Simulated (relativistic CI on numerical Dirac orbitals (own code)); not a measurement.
# Electric-dipole lines of I²⁸⁺

These numbers are calculated, not measured: Dirac-Coulomb-Breit CI, separate exchange-only KLI orbitals for each configuration, model QED, unscaled Slater integrals (own radial code, finite nucleus).

Configuration list (outside the closed core [Ne]): 3s2.3p6.3d7, 3s2.3p5.3d8, 3s2.3p4.3d9, 3s.3p6.3d8, 3p6.3d9, 3s.3p5.3d9, 3s2.3p6.3d6.4s, 3s2.3p6.3d6.4p, 3s2.3p6.3d6.4d, 3s2.3p4.3d8.4s, 3s2.3p6.3d6.4f, 3s2.3p5.3d7.4s, 3s2.3p4.3d8.4p, 3s2.3p5.3d7.4p, 3s2.3p4.3d8.4d, 3s.3p5.3d8.4s, 3s2.3p6.3d5.4s2, 3s.3p5.3d8.4p, 3s2.3p6.3d5.4s.4p, 3s2.3p5.3d7.4d, 3s.3p6.3d7.4s, 3s2.3p6.3d6.5s, 3s2.3p6.3d5.4p2, 3s.3p5.3d8.4d, 3s2.3p6.3d6.5p, 3s2.3p6.3d5.4s.4d, 3p6.3d8.4s, 3s.3p6.3d7.4p, 3s2.3p6.3d6.5d, 3p6.3d8.4p, 3s2.3p5.3d6.4s2, 3s2.3p6.3d6.5f, 3s2.3p6.3d6.5g, 3s.3p6.3d7.4d, 3s2.3p6.3d6.6p. Levels of other configurations are missing.

```
λ vac (Å)                      Lower                          Upper   A (s⁻¹)  log gf  S velocity/length
   17.216     3s2.3p6.3d7 4F_9/2 [1]   3s2.3p6.3d6.4p 4F°_9/2 [201]  1.52e+12   -0.17               0.97
   17.234    3s2.3p6.3d7 2H_11/2 [9]  3s2.3p6.3d6.4p 2H°_11/2 [265]  2.16e+12    0.06               0.96
   41.008    3s2.3p6.3d7 2H_9/2 [15]       3s2.3p5.3d8 2F°_7/2 [61]  1.23e+12    0.39               0.66
   41.548    3s2.3p6.3d7 2H_11/2 [9]       3s2.3p5.3d8 2G°_9/2 [58]  9.75e+11    0.40               0.64
   41.814    3s2.3p6.3d7 2G_7/2 [10]       3s2.3p5.3d8 2F°_5/2 [57]  1.01e+12    0.20               0.66
   41.905    3s2.3p6.3d7 2F_7/2 [16]       3s2.3p5.3d8 2D°_5/2 [60]  9.84e+11    0.19               0.68
   42.433    3s2.3p6.3d7 2H_11/2 [9]       3s2.3p5.3d8 2G°_9/2 [55]  5.80e+11    0.19               0.63
   42.762  3s2.3p5.3d8 2H°_11/2 [36]        3s2.3p4.3d9 2G_9/2 [94]  1.09e+12    0.48               0.77
   42.952     3s2.3p6.3d7 2G_9/2 [6]       3s2.3p5.3d8 4D°_7/2 [49]  6.29e+11    0.14               0.65
   48.128     3s2.3p6.3d7 2G_9/2 [6]       3s2.3p5.3d8 2G°_7/2 [44]  3.74e+11    0.02               0.62
   48.762   3s2.3p5.3d8 2G°_9/2 [58]       3s2.3p4.3d9 2F_7/2 [104]  1.50e+12    0.63               0.77
   49.702     3s2.3p6.3d7 4F_7/2 [4]       3s2.3p5.3d8 4D°_5/2 [37]  3.53e+11   -0.11               0.62
   50.027     3s2.3p6.3d7 4F_9/2 [1]       3s2.3p5.3d8 4D°_7/2 [29]  6.47e+11    0.29               0.62
   50.050     3s2.3p6.3d7 2G_9/2 [6]       3s2.3p5.3d8 2F°_7/2 [40]  2.69e+11   -0.09               0.59
   50.994     3s2.3p6.3d7 2D_5/2 [3]       3s2.3p5.3d8 4P°_3/2 [31]  4.13e+11   -0.19               0.63
   51.425    3s2.3p6.3d7 2H_11/2 [9]       3s2.3p5.3d8 2G°_9/2 [38]  3.27e+11    0.11               0.59
   52.654     3s2.3p6.3d7 4F_9/2 [1]       3s2.3p5.3d8 4F°_9/2 [23]  3.37e+11    0.15               0.69
   52.738    3s2.3p6.3d7 2H_11/2 [9]      3s2.3p5.3d8 2H°_11/2 [36]  2.11e+11    0.02               0.62
   53.040     3s2.3p6.3d7 4F_7/2 [4]       3s2.3p5.3d8 4D°_7/2 [26]  1.98e+11   -0.17               0.67
   58.797  3s2.3p5.3d8 4G°_11/2 [20]         3s.3p6.3d8 4F_9/2 [65]  3.47e+11    0.25               0.79
```

Terms are leading LS components. Brackets give the number of a level in order of energy, since labels repeat. The list gives strong lines, with weight on those to low levels, among the lowest 400 of 9822 levels, so that lines to higher ones, which can be the strongest, are missing. Levels whose partners in the same complex of configurations lie outside the list can be far off, and so can their lines. Rates are taken at the computed energies, electric ones in the length gauge. A velocity-to-length ratio far from 1 marks an uncertain rate.

At this charge energies of transitions that change n are usually good to better than 1 %, and those within a shell (Δn = 0) to a few per cent. Terms inside the open d or f shell come out 10 to 20 % too wide with unscaled integrals.

LS names give the leading component of a level, which can be under half, so a name can repeat, a term be missing and a line seem to break the LS rules.
